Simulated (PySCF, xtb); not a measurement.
bicarbonate (CHO₃), SMILES O=C([O-])O, charge -1.

GFN2-xTB in xtb at its own geometry gives an orbital gap of 6.41 eV.

Coordinates come from a PBE-D3(BJ)/def2-SVPD optimisation. The values are those of a single conformer.

What does M06-2X/def2-TZVPD in PySCF give? (Estimate from the structure and the level; the computed values follow.)

gap 7.34 eV (levels -3.38 and 3.95 eV).
